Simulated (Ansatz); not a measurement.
Consider the formal exchange of groups at a Te–Sb bond: `[SbH2][TeH]` + `BC` → `CB[TeH]` + `[SbH3]`.

Calculated with Ansatz (gas phase, PBE0-D4/def2-TZVP geometries, no zero-point term in ΔE). CCSD(T)/CBS is the MP2 limit (def2-TZVPP, def2-QZVPP) plus CCSD(T) − MP2 in def2-TZVPP, frozen cores. This one scheme is used for every species. Functionals use def2-TZVPP. B3LYP here is the variant with VWN-RPA as its local correlation; programs differ in this. Elements past krypton have def2 core potentials. For Sb, Te outer-core shells are correlated without core-valence functions, which leaves a few kJ/mol of doubt a bond.

Q: Is it downhill or uphill in electronic energy at CCSD(T)/CBS, and by how much? (Best estimate.)

A: Ansatz gave: Nearly level: ΔE = 0.00 eV.

Q: What do these levels give: r2SCANh-D4, B3LYP, CAM-B3LYP, MP2/def2-SVP, SCS-MP2/def2-TZVPP, SCS-MP2/def2-QZVPP? (Estimate.)

A: Ansatz gave: r2SCANh-D4 -0.04, B3LYP 0.05, CAM-B3LYP 0.01, MP2/def2-SVP -0.07, SCS-MP2/def2-TZVPP -0.03, SCS-MP2/def2-QZVPP 0.05 eV.

Largest T1 diagnostic among the species: 0.014.

From PBE to PBE0 (25 % exact exchange), in def2-TZVPP and without D4, ΔE moves by +0.05 eV. Leaving LDA and LC-ωPBE aside and taking each functional with its dispersion term where it has one, the values, not all of them listed here, spread over 0.26 eV, from B97M-V to BHLYP-D4. LDA lies −0.14 eV from PBE without D4. In def2-TZVPP, CCSD(T) changes the Hartree–Fock value by −0.31 eV (the triples alone add −0.04 eV) and MP2 by −0.25 eV.
